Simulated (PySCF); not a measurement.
C2H6N, SMILES CC[NH], multiplicity 2.

Geometry: B3LYP-D3(BJ)/def2-TZVP. The isomer is the one that the SMILES or the coordinates give; other isomers of the formula were not compared. Other conformers were not sampled.

Method: PySCF with PBE/def2-TZVPD.

Gas-phase values at a fixed geometry.

**Question.** Estimate the frontier levels, dipole moment and polarisability. (Estimate from the structure and the level; the computed values follow.)

**Answer.** 
```json
{
  "α spin, highest occupied and lowest empty level": "-6.07 and -0.32 eV",
  "β spin, highest occupied and lowest empty level": "-6.22 and -3.74 eV",
  "dipole_moment": "1.89 D",
  "quadrupole, principal values (traceless, Buckingham form, about the centre of nuclear charge)": "-4.27, 0.49, 3.78 D·Å",
  "mean_static_polarisability": "38.3 bohr³ (5.68 Å³)",
  "polarisability_principal_values": "33.1, 37.8, 44.0 bohr³",
  "⟨S²⟩": "0.753 (pure state 0.75)"
}
```
